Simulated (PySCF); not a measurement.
## Computed data sheet: `CC#C[SiH][Si@@H](F)P` [radical]

Compound: C₃H₇FPSi₂ (doublet state).
Numbering: `[CH3:1][C:2]#[C:3][SiH:4][Si@@H:5]([F:6])[PH2:7]` (hydrogens: H8, H9, H10 on C1; H11 on Si4; H12 on Si5; H13, H14 on P7)

From GFN2-xTB geometry:

| Item | Value |
| --- | --- |
| Point group of the GFN2-xTB geometry | C1 |
| Rotational constants A, B, C of the GFN2-xTB geometry | 2.228, 0.666, 0.535 GHz |

UKS B3LYP, pcH-1 on C F H P Si, non-relativistic, mean-field spin-orbit, GIAO (PySCF):

| Item | Value |
| --- | --- |
| Isotropic g value | 2.00348 |
| Principal g values | 2.00202, 2.00358, 2.00484 |
| Spin squared ⟨S²⟩ | 0.756 |
| Largest Mulliken spin population | 0.87 on Si4 |
| Largest isotropic hyperfine couplings (means over sets of like nuclei) | 29Si -379.8 (Si4), 1H +61.7 (H12), 29Si -27.6 (Si5), 31P +20.7 (P7), 1H +15.7 (H8/H9/H10) MHz |

Monoisotopic mass (most abundant isotopes): 148.9808 u.

At 9.50 GHz, hν = g·μB·B₀ (B₀ the magnetic field) puts the centre of the isotropic spectrum, to first order, at 338.8 mT. The rotational constants make it an asymmetric top with κ = (2B − A − C)/(A − C) = -0.85, nearer the prolate limit (−1). g_iso is shifted by about +1160 ppm from the free-electron value 2.002319; the principal values span 0.0028. ⟨S²⟩ is 0.006 above the pure-spin value S(S + 1) = 0.75. With B = h/(8π²I), that is 505.379 GHz u Å² over I, the principal moments of inertia are 226.9, 758.7 and 943.8 u Å² (most abundant isotopes); the inertial defect Ic − Ia − Ib is -41.8 u Å² (zero for a rigid planar frame, negative otherwise).

The structure is a single GFN2-xTB conformer in the gas phase; no vibrational or solvent corrections. GFN2-xTB frequencies show an imaginary mode (23i cm⁻¹), so this geometry is no minimum at that level. Hyperfine couplings depend on the geometry, which wasn't re-optimised at a DFT level. Couplings of like nuclei are plain means over topologically equivalent atoms, as if these changed places fast (by rotation of a methyl-like group, say); in this geometry the members of some sets differ.

For the EPR job (B3LYP), hardware: Arm Neoverse V2, one thread, shared host. Cost: 1.8 min wall (grids of density and orbitals included), 1.0 GiB resident at most.

The values belong to the conformer `[CH3:1][C:2]#[C:3][SiH:4][Si@@H:5]([F:6])[PH2:7]`: C3–Si4–Si5–F6 -169°, H–P7–Si5–Si4 155°, H–P7–Si5–Si4 63°.
